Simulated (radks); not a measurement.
Ionisation ladder of gold, from Au22+ to Au43+. Each ion is in the ground configuration listed by NIST, and IE = E(next ion) - E(this ion). All-electron calculation, scalar-relativistic Kohn-Sham, SCAN, spin-polarised, spherical densities, finite nucleus; open shells are filled with parallel spins first (spin-orbit coupling, left out, can overturn this in heavy ions); meta-GGA in the generalised Kohn-Sham scheme; Fermi nuclear charge, rms radius 5.4371 fm. Program: a radial shooting solver on a logarithmic mesh with Libxc functionals.

species   configuration  E (hartree)  IE, Delta-SCF (eV)  -e(HOMO) (eV)     HOMO  <r> HOMO (bohr)  IE, NIST (eV)    kind  error (eV)
Au22+    [Kr] 4d10 4f11  -18811.3391              658.85         636.07  4f down            0.446            650  theory        +8.9
Au23+    [Kr] 4d10 4f10  -18787.1267              705.28         682.00  4f down            0.439            710  theory        -4.7
Au24+     [Kr] 4d10 4f9  -18761.2082              752.68         728.94  4f down            0.432            760  theory        -7.3
Au25+     [Kr] 4d10 4f8  -18733.5476              801.06         776.86  4f down            0.426            820  theory       -18.9
Au26+     [Kr] 4d10 4f7  -18704.1092              867.55         842.19    4f up            0.417            870  theory        -2.4
Au27+     [Kr] 4d10 4f6  -18672.2272              919.27         893.41    4f up            0.411            930  theory       -10.7
Au28+     [Kr] 4d10 4f5  -18638.4449              971.97         945.63    4f up            0.406            990  theory       -18.0
Au29+     [Kr] 4d10 4f4  -18602.7257              1025.6         998.82    4f up            0.401           1040  theory       -14.4
Au30+     [Kr] 4d10 4f3  -18565.0361              1080.1         1052.9    4f up            0.396           1100  theory       -19.9
Au31+     [Kr] 4d10 4f2  -18525.3420              1135.6         1107.9    4f up            0.391           1150  theory       -14.4
Au32+     [Kr] 4d10 4f1  -18483.6111              1191.8         1163.8    4f up            0.386           1210  theory       -18.2
Au33+         [Kr] 4d10  -18439.8124              1487.4         1461.3       4d            0.403           1475  theory       +12.4
Au34+          [Kr] 4d9  -18385.1528              1541.6         1515.4  4d down            0.400           1527  theory       +14.6
Au35+          [Kr] 4d8  -18328.4998              1596.2         1569.8  4d down            0.397           1584  theory       +12.2
Au36+          [Kr] 4d7  -18269.8419              1650.9         1624.5  4d down            0.395           1644  theory        +6.9
Au37+          [Kr] 4d6  -18209.1725              1706.0         1679.5  4d down            0.392           1702  theory        +4.0
Au38+          [Kr] 4d5  -18146.4775              1781.2         1753.7    4d up            0.388           1758  theory       +23.2
Au39+          [Kr] 4d4  -18081.0190              1838.7         1810.9    4d up            0.386           1845  theory        -6.3
Au40+          [Kr] 4d3  -18013.4498              1896.4         1868.5    4d up            0.383           1904  theory        -7.6
Au41+          [Kr] 4d2  -17943.7589              1954.3         1926.4    4d up            0.380           1967  theory       -12.7
Au42+          [Kr] 4d1  -17871.9379              2012.6         1984.5    4d up            0.378           2026  theory       -13.4
Au43+              [Kr]  -17797.9778              2304.5         2277.3       4p            0.378           2261  theory       +43.5

Reference values: NIST Atomic Spectra Database (exp. = measured, semi-emp. = semi-empirical, theory = theoretical value adopted there). The ionisation energy per charge of the ion left behind rises most, in proportion, at Au33+ ([Kr] 4d10), from 36.116 to 43.746 eV. Open shells are spherical and high-spin; term and fine-structure splittings are not resolved. Spin-orbit splitting is averaged out at the scalar-relativistic level.
